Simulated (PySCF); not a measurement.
Run record: geometry optimisation, `C#[C][GeH2][O][GeH3]`.

Method: PBE0-D3(BJ)/def2-SVP geometry optimisation, gas phase (PySCF 2.14.0). Start geometry: GFN2-xTB. A driver script takes a list of jobs; this job's settings line and coordinates (Å) are shown.

Command:
```bash
OMP_NUM_THREADS=1 python probes_run.py task.json out
```

Input:
```
{"job": {"xc": "PBE0", "basis": "def2-SVP", "d3": "d3bj", "grid": 1, "shake": 0.01, "kind": "geom"}, "charge": 0, "multiplicity": 1}
C      2.615800     1.137000    -0.131170
C      1.880070     0.189280    -0.215870
Ge     0.662130    -1.280220    -0.317330
O     -0.831900    -0.796330     0.342540
Ge    -2.049720     0.468650     0.353220
H      3.230810     2.002750    -0.075280
H      0.490020    -1.692630    -1.742430
H      1.110420    -2.394990     0.591530
H     -1.403620     1.727320     0.914120
H     -3.100490    -0.070870     1.289620
H     -2.565410     0.684220    -1.024620
```

Problem. What does the run print?

Solution. 
```
step   0  E = -4307.66078362  max force = 0.026636
step   1  E = -4307.66494824  max force = 0.022891
step   2  E = -4307.66710175  max force = 0.008680
step   3  E = -4307.66742317  max force = 0.002151
step   4  E = -4307.66752061  max force = 0.002831
step   5  E = -4307.66762905  max force = 0.002222
step   6  E = -4307.66765609  max force = 0.000945
step   7  E = -4307.66768101  max force = 0.000746
step   8  E = -4307.66769337  max force = 0.001080
step   9  E = -4307.66771443  max force = 0.000888
step  10  E = -4307.66773433  max force = 0.000462
step  11  E = -4307.66773754  max force = 0.000166
optimisation converged
```

Energies in Eh; «max force» is the largest Cartesian gradient component in Eh/bohr.

Problem. Give the first gradient maximum in eV/Å.

Solution. With 1 Eh/bohr = 51.422 eV/Å, 1.370 eV/Å.

Summary of the converged run: final energy -4307.66774 Eh after 11 steps; dipole 1.27 D.

Problem. Give the final coordinates.

Solution. 0.322 Å rms from the input after alignment:
```
atom  x, y, z in Å
C1     2.1677    1.4619    0.1048
C2     1.5218    0.4323    0.0478
Ge3    0.4579   -1.1479   -0.0449
O4    -1.1510   -0.7746    0.5884
Ge5   -2.0549    0.7607    0.5846
H6     2.7416    2.3705    0.1568
H7     0.3451   -1.5823   -1.5150
H8     1.0534   -2.2391    0.8514
H9    -1.3138    1.7990    1.4467
H10   -3.4277    0.4164    1.1814
H11   -2.1930    1.2674   -0.8660
```

Hardware: one thread of an Arm Neoverse V1, shared host with 32 logical CPUs at a one-minute load of 35. Cost: 2.2 min wall, 0.57 GiB resident at most.
Labels such as C1 count atoms from 1, the log's own numbers from 0.
